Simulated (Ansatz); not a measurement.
Isolated molecules relaxed with PBE0-D4/def2-TZVP in Ansatz; ΔE leaves out vibrations. CCSD(T)/CBS adds triple-zeta CCSD(T) − MP2 to the extrapolated MP2 energy (def2 sets, frozen cores). Functionals use def2-TZVPP. B3LYP here is the variant with VWN-RPA as its local correlation; programs differ in this. One conformer a species, not always the lowest.

`[NH2][AlH][SiH2][SiH2]Cl` + `N[SiH2]CO` → `N[SiH2]C[SiH2]Cl` + `[NH2][AlH][SiH2]O`  (redistribution)

```csv
level,ΔE (kcal/mol)
ωB97M-V,-42.1
B3LYP,-40.4
MP2/def2-QZVPP,-45.9
HF/CBS(def2),-46.8
```

**Question.** What does CCSD(T)/CBS give? (An estimate is asked.)

**Answer.** The calculation gave: -42.4 kcal/mol. The listed levels differ from it by 0.3, 2.0, -3.5, -4.4 kcal/mol.

Largest T1 diagnostic among the species: 0.013.

In def2-TZVPP, CCSD(T) changes the Hartree–Fock value by +4.5 kcal/mol (the triples alone add +0.9 kcal/mol) and MP2 by +0.9 kcal/mol. From PBE to PBE0 (25 % exact exchange), in def2-TZVPP and without D4, ΔE moves by −2.6 kcal/mol.
